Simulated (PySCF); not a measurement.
## Correlation energy of Ne³⁺ (neon, charge +3)

[He] 2s2 2p3, high-spin 4S determinant. Computed with PySCF 2.14 in dyall-acv3z, with scalar relativity by spin-free X2C-1e. Frozen: nothing; 7 electrons correlated; the 5 highest virtual orbitals of each spin left out.

| level | correlation energy (mhartree) |
| --- | --- |
| CCSD | -177.26 |
| (T) | -1.12 |
| CCSD(T) | -178.38 |

Diagnostics: T1 = 0.0018, D1 = 0.0059, largest double amplitude 0.024.

Cost of the coupled-cluster step: about 9 core-seconds, for 7 correlated electrons.

Iterations:

```
CC2 = 0
CCSD nocc = (np.int64(5), np.int64(2)), nmo = (71, 71)
frozen orbitals [[71, 72, 73, 74, 75], [71, 72, 73, 74, 75]]
max_cycle = 100
direct = 0
conv_tol = 1e-08
conv_tol_normt = 1e-06
diis_space = 8
diis_start_cycle = 0
Init t2, MP2 energy = -0.163592498168425
Init E_corr(UCCSD) = -0.16359249816844
cycle = 1  E_corr(UCCSD) = -0.175000529445204  dE = -0.0114080313  norm(t1,t2) = 0.0156944
cycle = 2  E_corr(UCCSD) = -0.176705747527946  dE = -0.00170521808  norm(t1,t2) = 0.00436403
cycle = 3  E_corr(UCCSD) = -0.177281882706745  dE = -0.000576135179  norm(t1,t2) = 0.00145399
cycle = 4  E_corr(UCCSD) = -0.177259535569469  dE = 2.23471373e-05  norm(t1,t2) = 0.000145815
cycle = 5  E_corr(UCCSD) = -0.177262081693523  dE = -2.54612405e-06  norm(t1,t2) = 2.13182e-05
cycle = 6  E_corr(UCCSD) = -0.177262072320897  dE = 9.37262573e-09  norm(t1,t2) = 1.83683e-06
cycle = 7  E_corr(UCCSD) = -0.177262069856514  dE = 2.46438284e-09  norm(t1,t2) = 1.94879e-07
UCCSD converged
E(UCCSD) = -124.4258909859689  E_corr = -0.1772620698565139
UCCSD(T) correction = -0.00111929578707703
```
